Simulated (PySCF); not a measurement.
Cartesian coordinates in Å; atom numbers follow the order of the lines, from 1:
```xyz
19

B     2.9175    0.0054   -0.1014
C     2.2769    1.3611   -0.5473
C     0.9312    1.5013   -0.5649
B    -0.0151    0.3210   -0.1270
C    -1.5463    0.4929   -0.1575
C    -2.3861   -0.1760    0.9357
C    -2.4453   -0.7114   -0.4351
C     0.6480   -1.0283    0.3487
C     1.9935   -1.1689    0.3648
H     4.1206   -0.1396   -0.1255
H     2.9103    2.2026   -0.8585
H     0.4935    2.4561   -0.8911
H    -1.9500    1.4476   -0.5113
H    -3.2336    0.4022    1.3129
H    -1.8554   -0.7459    1.7032
H    -1.9623   -1.6681   -0.6523
H    -3.3380   -0.5144   -1.0344
H     0.0263   -1.8762    0.6717
H     2.4296   -2.1200    0.6982
```

PySCF calculation with PBE0-D3(BJ)/def2-SVP structure and PBE0/pcSseg-1 with gauge-including orbitals; isolated molecule, non-relativistic, one conformer, equivalent nuclei averaged.

**Question.** Predict the 2D correlation tables (HSQC, COSY, HMBC).

**Answer.** 

HSQC (one-bond C–H):
| δH | δC |
| --- | --- |
| 7.47 (H11/H19) | 161.0 (C2/C9) |
| 7.12 (H12/H18) | 163.3 (C3/C8) |
| 1.17 (H15/H16) | 11.6 (C6/C7) |
| 1.12 (H14/H17) | 11.6 (C6/C7) |
| 0.84 (H13) | 16.6 (C5) |

COSY cross peaks (H two or three bonds apart, from the bond graph; peaks can be absent where the dihedral angle is near 90°):
| δH | δH |
| --- | --- |
| 7.47 (H11/H19) | 7.12 (H12/H18) |
| 7.47 (H11/H19) | 6.21 (H10) |
| 1.17 (H15/H16) | 1.12 (H14/H17) |
| 1.17 (H15/H16) | 0.84 (H13) |
| 1.12 (H14/H17) | 0.84 (H13) |

HMBC (two and three bonds, from the bond graph):
| δH | δC |
| --- | --- |
| 7.47 (H11/H19) | 163.3 (C3/C8), 161.0 (C2/C9) |
| 7.12 (H12/H18) | 163.3 (C3/C8), 161.0 (C2/C9), 16.6 (C5) |
| 6.21 (H10) | 163.3 (C3/C8), 161.0 (C2/C9) |
| 1.17 (H15/H16) | 16.6 (C5), 11.6 (C6/C7) |
| 1.12 (H14/H17) | 16.6 (C5), 11.6 (C6/C7) |
| 0.84 (H13) | 163.3 (C3/C8), 11.6 (C6/C7) |

References, each an isolated molecule treated in the same way: ¹H (31.27 ppm) and ¹³C (184.41 ppm) vs TMS.

Short H···H contacts in this conformer between protons four or more bonds apart (candidates for NOE cross peaks, intensity ∝ r⁻⁶): H16···H18 2.40 Å, H12···H13 2.67 Å.

Hydrogens on boron are broadened and split by ¹¹B (spin 3/2, 80 %) and 10B (spin 3). A carbon bonded to boron is broadened by the quadrupolar boron nucleus and is often missing from a measured spectrum. Shifts are as computed. Against solution values, carbons near 30 ppm lie about +2 ppm off and those near 130 ppm about +5 ppm. Of 1211 compounds with measured shifts, 218 miss one by over three times the rms of a fit or turn the order of signals round; such compounds aren't used in these exercises.
